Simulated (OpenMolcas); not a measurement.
Cu2+ among 4 point charges of -1 e arranged as a tetrahedron (Td).

| Quantity | Value |
| --- | --- |
| Program | OpenMolcas 26.06 |
| Method | CASSCF |
| Basis | ANO-RCC-VDZP [5s4p2d1f] |
| Scalar Hamiltonian | DKH2, point nucleus |
| Active space | 9 electrons in 5 orbitals (3d) |
| State averaging | 2S+1 = 2 even, 5 roots |
| Spin-orbit coupling | RASSI with atomic mean-field integrals over the reference wave functions |

All point charges move together. At R = 1.87 Å |10Dq| is 946 cm-1, and at R = 2.05 Å it is 647 cm-1.

Task: A third run gives 1319 cm-1. What distance was it run at?

Result: With a power law R^-n the two known points give n = -ln(647 / 946) / ln(2.05 / 1.87) = 4.13. Then R = 1.87 × (946 / 1319)^(1/4.13) = 1.725 Å. The run was at 1.72 Å, so the estimate is off by +0.005 Å.

An orbital triplet at a regular site is open to Jahn-Teller coupling, which can distort the site and quench the lowest spin-orbit gaps and is left out. The ground term spreads over less than 5000 cm-1, several times less than with real ligands, so orbital moments are less quenched and χT lies further from the spin-only value than at real sites. This is an electrostatic model: the charges have no orbitals. No measured value stands beside these numbers.
